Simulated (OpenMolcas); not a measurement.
OpenMolcas run: W3+

W3+ among 4 point charges of -2.5 e arranged as a square (D4h), 2.28 Å from the ion. With inversion symmetry the input lists one of each pair of outer charges.

Input:

```
&GATEWAY
Coord
1

W 0.0 0.0 0.0
Basis=ANO-RCC-VDZP
Group=XYZ
NoMove
AngMom=0.0 0.0 0.0
AMFI
XField
2 Angstrom 0
2.280000 0.000000 0.000000 -2.500000
0.000000 2.280000 0.000000 -2.500000
&SEWARD
&RASSCF
FileOrb=start.orb
Symmetry=1
Spin=4
nActEl=3 0 0
Inactive=15 19
Ras2=5 0
CIRoot=10 10 1
SDav=10
CIMx=300
Iter=120 100
PrWF=0.3
OrbListing=Nothing
MaxOrb=0
>>> COPY $Project.JobIph JOB001
&RASSCF
FileOrb=start.orb
Symmetry=1
Spin=2
nActEl=3 0 0
Inactive=15 19
Ras2=5 0
CIRoot=40 40 1
SDav=40
CIMx=300
Iter=120 100
PrWF=0.3
OrbListing=Nothing
MaxOrb=0
>>> COPY $Project.JobIph JOB002
&RASSI
NrOfJobIphs=2 10 40
1 2 3 4 5 6 7 8 9 10
1 2 3 4 5 6 7 8 9 10 11 12 13 14 15 16 17 18 19 20 21 22 23 24 25 26 27
28 29 30 31 32 33 34 35 36 37 38 39 40
IphNames
JOB001
JOB002
EJob
SpinOrbit
DIPRint=1.0
SOCoupling=1000.0
Subsets=2
Property=9
'ANGMOM' 1 'ANGMOM' 2 'ANGMOM' 3 'MLTPL  1' 1 'MLTPL  1' 2 'MLTPL  1' 3
'AMFI' 1 'AMFI' 2 'AMFI' 3
SOProperty=3
'ANGMOM' 1 'ANGMOM' 2 'ANGMOM' 3
```

Launched by
```bash
OMP_NUM_THREADS=1 MOLCAS_MEM=1689 MOLCAS_PROJECT=a pymolcas a.inp > a.log  # once for each step of the input, in one work folder
```

A driver script runs the steps one by one and writes start.orb anew before each from the orbitals found so far.

Output, cut to the results:

```
--- SEWARD ---
Basis set label: W.ANO-RCC...7S6P4D2F1G.

      Electronic valence basis set:
      ------------------
      Associated Effective Charge  74.000000 au
      Associated Actual Charge     74.000000 au
      Nuclear Model: Point charge

      Shell  nPrim  nBasis  Cartesian Spherical Contaminant
         s      24       7        X
         p      21       6        X
         d      15       4                 X
         f      11       2                 X
         g       4       1                 X
                  Relativistic Douglas-Kroll-Hess integrals:
                    - DKH order of Hamiltonian: 2
                    - DKH order of Properties : 0
                  Atomic mean-field integrals
--- RASSCF ---
Wave function specifications:
      -----------------------------

      Number of closed shell electrons          68
      Number of electrons in active shells       3
      Max number of holes in RAS1 space          0
      Max nr of electrons in RAS3 space          0
      Number of inactive orbitals               34
      Number of active orbitals                  5
      Number of secondary orbitals              29
      Spin quantum number                      1.5
      State symmetry                             1
Orbital specifications:
      -----------------------

      Symmetry species                           1   2
                                                ag  au
      Frozen orbitals                            0   0
      Inactive orbitals                         15  19
      Active orbitals                            5   0
      RAS1 orbitals                              0   0
      RAS2 orbitals                              5   0
      RAS3 orbitals                              0   0
      Secondary orbitals                        16  13
      Deleted orbitals                           0   0
      Number of basis functions                 36  32
      Number of CSFs                            10
      Number of root(s) required                10
      Iter CI   SX   CI       RASSCF       Energy    max ROT     max BLB   max BLB  Level Ln srch  Step   QN
          iter iter root      energy       change     param      element    value   shift minimum  type update
 Nr of preliminary CI iterations:   1
      Total energies have been shifted. Add               -16000.00 au
        1   1    7    0  -132.52815936    0.00E+00   1.79E-01*  20  27 1  1.83E-01*  0.49   0.00    SX    NO
        2   1    7    0  -132.64077413   -1.13E-01* -1.32E-01*  13  29 2 -1.21E-01*  0.52   0.00    SX    NO
        3   1    7    0  -132.66240737   -2.16E-02*  7.56E-02   13  29 2  7.88E-02*  0.50   0.00    SX    NO
        4   1    7    0  -132.66999235   -7.58E-03* -5.22E-02   10  26 2 -5.69E-02*  0.52   0.00    SX    NO
        5   1    7    0  -132.67309131   -3.10E-03* -3.25E-02   13  29 2  4.26E-02*  0.50   0.77    QN   YES
        6   1    6    0  -132.67492488   -1.83E-03* -2.53E-02   13  29 2  1.29E-02*  0.50   1.83    LS   YES
        7   1    6    0  -132.67539600   -4.71E-04*  2.25E-02   15  31 2 -1.05E-02*  0.51   1.06    QN   YES
        8   1    6    0  -132.67562772   -2.32E-04* -7.40E-03   15  31 2 -2.85E-03*  0.50   1.35    QN   YES
        9   1    5    0  -132.67564770   -2.00E-05*  3.57E-04   19  22 2  4.42E-04*  0.50   1.06    QN   YES
       10   1    5    0  -132.67564808   -3.75E-07*  1.62E-04   19  22 2  1.42E-04*  0.50   1.35    QN   YES
       11   1    4    0  -132.67564812   -4.12E-08*  5.81E-05   18  22 1 -1.76E-05   0.50   1.07    QN   YES
       12   1    4    0  -132.67564812   -1.69E-09   4.86E-05   18  22 1 -8.27E-06   0.50   1.62    QN   YES
      Convergence after 12 iterations
       13   1    4    0  -132.67564812   -5.57E-10   4.86E-05   19  22 2 -2.37E-06   0.50   1.62    QN   YES
      Natural orbitals and occupation numbers for root  1
      sym 1:   0.010643   0.989357   1.000000   0.989357   0.010643
      Natural orbitals and occupation numbers for root  2
      sym 1:   0.030503   0.030503   1.000000   0.969497   0.969497
      Natural orbitals and occupation numbers for root  3
      sym 1:   0.969497   0.969497   1.000000   0.030503   0.030503
::    RASSCF root number  1 Total energy: -16132.81667128
::    RASSCF root number  2 Total energy: -16132.76302135
::    RASSCF root number  3 Total energy: -16132.76302135
::    RASSCF root number  4 Total energy: -16132.70999484
::    RASSCF root number  5 Total energy: -16132.70999484
...
--- RASSI ---
SPIN-FREE ENERGIES:
  (Shifted by EMIN (a.u.) =     -16132.8166712842)

 SF State       Relative EMIN(au)   Rel lowest level(eV)    D:o, cm**(-1)      L_eff

     1             0.0000000000        0.0000000000              0.0000         1.7
    11             0.0289331494        0.7873111050           6350.0923         3.3
    12             0.0289331494        0.7873111050           6350.0923         3.3
    13             0.0471536233        1.2831154560          10349.0241         2.9
     2             0.0536499306        1.4598889841          11774.7987         2.7
     3             0.0536499306        1.4598889841          11774.7987         2.7
    14             0.0601563294        1.6369371134          13202.7882         4.0
    15             0.0613062894        1.6682291199          13455.1753         3.0
    16             0.0720018517        1.9592701961          15802.5799         3.9
    17             0.0947373329        2.5779341581          20792.4412         3.0
    18             0.0959809803        2.6117755282          21065.3903         2.7
    19             0.0959809803        2.6117755282          21065.3903         2.7
    20             0.1036523053        2.8205229157          22749.0515         3.9
     5             0.1066764482        2.9028140348          23412.7741         2.5
     4             0.1066764482        2.9028140348          23412.7741         2.5
    21             0.1205569477        3.2805216692          26459.1917         3.6
    22             0.1205569477        3.2805216692          26459.1917         3.6
     6             0.1252687893        3.4087374089          27493.3213         2.7
    23             0.1281416118        3.4869108923          28123.8330         3.2
    24             0.1281416118        3.4869108923          28123.8330         3.2
    25             0.1646400006        4.4800826490          36134.3034         3.6
...
```

Spin-orbit levels above the lowest (labels of D4, the rotations of D4h):

```
E (cm-1)  Degeneracy  Label      2S+1               g
     0.0           2   E3/2  4 (88 %)  0.08 0.08 5.64
   295.6           2   E1/2         4  1.87 3.29 3.29
    5720           2   E3/2  2 (61 %)  0.55 0.55 1.50
    6339           2   E1/2         2  0.16 1.54 1.54
    9421           2   E3/2  2 (55 %)  0.59 0.59 1.43
   10570           2   E3/2  4 (73 %)  1.75 1.75 2.56
   13034           2   E1/2  4 (72 %)  1.89 2.02 2.02
   13693           2   E1/2  4 (77 %)  1.81 1.81 2.90
   14557           2   E3/2  2 (74 %)  0.57 2.19 2.19
   15028           2   E1/2  2 (58 %)  2.59 2.59 3.06
   15259           2   E3/2  2 (79 %)  0.71 0.71 2.87
   16674           2   E3/2  2 (88 %)  0.64 0.67 0.67
   20038           2   E3/2  2 (81 %)  0.27 0.89 0.89
   20050           2   E1/2  2 (70 %)  0.98 0.98 1.39
   22529           2         2 (72 %)  0.61 1.27 1.27
   22658           2   E3/2  2 (60 %)  1.90 1.90 3.35
   24947           2   E1/2  4 (57 %)  1.43 1.57 1.57
   25133           2   E3/2  4 (59 %)  1.54 1.54 2.51
   26235           2   E1/2  4 (83 %)  0.70 0.70 6.77
   27014           2   E3/2  2 (51 %)  0.41 0.41 2.20
```

Without dynamic correlation the repulsion within the d shell is too large (B by tens of per cent), so at a given field states of lower spin stand too high. Point charges carry no covalency, so the field is a model and not that of real ligands. No measured value stands beside these numbers.

The RASSCF and RASSI steps took 11 s on 1 thread of Arm Neoverse V1, on a shared host; the integral step is not counted.
